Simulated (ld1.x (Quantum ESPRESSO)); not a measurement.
phosphorus (P) PAW: all-electron and pseudo phase curves

ld1.x (Quantum ESPRESSO) 7.5 input, shortened:

```
&input
   title='P', zed=15., rel=1, dft='BLYP', iswitch=3,
   config='[Ne] 3s2 3p3 3d-2'
 /
 &inputp
   pseudotype=3, lpaw=.true., tm=.true., lloc=-2, rcloc=1.30,
   nlcc=.true., new_core_ps=.true., rcore=0.65,
   which_augfun='PSQ', rmatch_augfun_nc=.true.
 /
6
3S  1  0   2.00   0.00  1.50  1.80  0.0
3S  1  0   0.00   3.25  1.50  1.80  0.0
3P  2  1   3.00   0.00  1.05  1.40  0.0
3P  2  1   0.00   0.75  1.05  1.40  0.0
3D  3  2  -2.00   0.10  1.35  1.65  0.0
3D  3  2  -2.00   0.40  1.35  1.65  0.0
 &test
   configts(1)='3s2 3p3'
 /
```

The phase is arctan(r·u′/u) with u = r·R(r), unwrapped; energies in Ry, scanned from -3 to 5 Ry. A pole is an energy at which the radial function vanishes at the test radius. The pseudo phase is shifted by a multiple of π to meet the all-electron one at the reference energy, and phase errors are pseudo minus all-electron; the curves can meet again beyond the range given. Levels narrower than the energy grid can be missing from the lists of poles.

```csv
channel,radius (bohr),reference energy (Ry),"poles, all-electron","poles, pseudo",unbroken range about the reference energy with phases within 0.05 rad,phase error 1 Ry above the reference energy (rad)
s,1.96,-1.02,1.40,1.40,the whole range,-0.000
p,1.96,-0.39,2.47,2.46,the whole range,+0.000
d,1.96,0.10,3.40,3.39,the whole range,-0.000
```

Phases in the p channel:

| E (Ry) | all-electron | pseudo |
| --- | --- | --- |
| -3.00 | 1.200 | 1.200 |
| -2.52 | 1.147 | 1.147 |
| -2.04 | 1.067 | 1.066 |
| -1.56 | 0.933 | 0.933 |
| -1.08 | 0.680 | 0.679 |
| -0.60 | 0.149 | 0.149 |
| -0.12 | -0.601 | -0.601 |
| 0.36 | -1.067 | -1.067 |
| 0.84 | -1.292 | -1.292 |
| 1.32 | -1.416 | -1.416 |
| 1.80 | -1.495 | -1.496 |
| 2.28 | -1.552 | -1.553 |
| 2.76 | -1.597 | -1.599 |
| 3.24 | -1.637 | -1.639 |
| 3.72 | -1.673 | -1.679 |
| 4.20 | -1.710 | -1.721 |
| 4.68 | -1.750 | -1.772 |
